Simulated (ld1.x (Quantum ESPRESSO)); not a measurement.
**lead: one change to an ultrasoft potential, before and after**

ld1.x (Quantum ESPRESSO) 7.5 input, shortened:

```
&input
   title='Pb', zed=82., rel=2, dft='PBE', iswitch=3,
   config='[Xe] 4f14 5d10 6s2 6p2 6d-2', rel_dist='average'
 /
 &inputp
   pseudotype=3, tm=.true., lloc=-2, rcloc=2.30,
   nlcc=.true., rcore=1.90
 /
6
6S  1  0   2.00   0.00  1.85  2.15  0.0
6S  1  0   0.00   0.60  1.85  2.15  0.0
6P  2  1   2.00   0.00  1.85  2.35  0.0
6P  2  1   0.00   3.40  1.85  2.35  0.0
6D  3  2  -2.00   0.35  2.15  2.25  0.0
6D  3  2  -2.00   1.85  2.15  2.25  0.0
 &test
   configts(1)='6s2 6p2'
 /
```

Open shells are filled in proportion to 2j + 1 (rel_dist='average').

Change: all radii but the core radius scaled by about 0.91 (s 1.96, p 2.14, d 2.04 bohr, rcut 1.68/1.68/1.96); local potential all-electron potential smoothed inside 2.08 bohr (lloc = -2).

Cutoffs: the cutoffs (Ry, on a coarse ladder) from which the occupation-weighted sum of valence levels, in a spherical-Bessel basis at the reference potential, stays within 10 and 1 mRy of its value at 400 Ry; they do not see the model core or the augmentation charge, which bear on the density cutoff. Errors are all-electron minus pseudo energies relative to the spin-unpolarised reference configuration.

Problem. How do hardness, ghosts and transferability respond?

Solution. The potential gets harder (8 Ry and 12 Ry → 10 Ry and 18 Ry); both files keep a bound ghost (d); the errors of the 7 common tests hardly move. A smaller radius makes the pseudo-wave follow the all-electron one further in, where it bends more sharply, so more plane waves are needed.

```tsv
quantity	base	changed
cutoff, loose	8 Ry	10 Ry
cutoff, tight	12 Ry	18 Ry
loose cutoff by channel (10 mRy a level)	s 6 Ry, p 6 Ry	s 8 Ry, p 6 Ry
bound ghosts	d3/2, d5/2	d3/2, d5/2
error for 6s2 6p1, meV [ΔE 6.70 eV]	-18	-19
error for 6s2 6p0, meV [ΔE 20.30 eV]	-126	-133
error for 6s1 6p0, meV [ΔE 52.71 eV]	-645	-669
error for 6s1 6p3, meV [ΔE 8.57 eV]	-31	-31
error for 6s2 6p1.5, meV [ΔE 2.55 eV]	-3.1	-3.2
error for 6s1 6p2, meV [ΔE 16.05 eV]	-87	-88
error for 6s0 6p4, meV [ΔE 17.48 eV]	-120	-119
lowest overlap eigenvalue by channel	s 0.33, p1/2 0.54, p3/2 0.55, d3/2 0.04, d5/2 0.07	s 0.33, p1/2 0.54, p3/2 0.72, d3/2 0.12, d5/2 0.25
```

 A true bound ghost makes a file unfit for plane-wave use even where its test errors are small: the radial tests pick states by their node count and pass the ghost by.
